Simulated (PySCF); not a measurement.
**Excitation energy of Ge²⁺ by level of theory**

Ge²⁺ [Ar] 3d10 4s2 (1S) → Ge²⁺ [Ar] 3d10 4s1 4p1 (3P), as a difference of total energies. All numbers are calculated (PySCF 2.14, the spin-free X2C one-electron Hamiltonian (Gaussian nucleus), in aug-cc-pVQZ-DK). Correlated levels: valence: [Ar] 3d10 frozen. The calculations carry no spin-orbit coupling.

| method | excitation energy (cm⁻¹) |
| --- | --- |
| UHF | 51735 |
| MP2 (valence) | 57734 |
| SCS-MP2 (valence) | 59433 |
| CCSD (valence) | 59679 |

A first-order spin-orbit estimate (lowest level to lowest level, LS coupling) adds -0.180 eV.

With two correlated electrons CCSD is exact in that space.
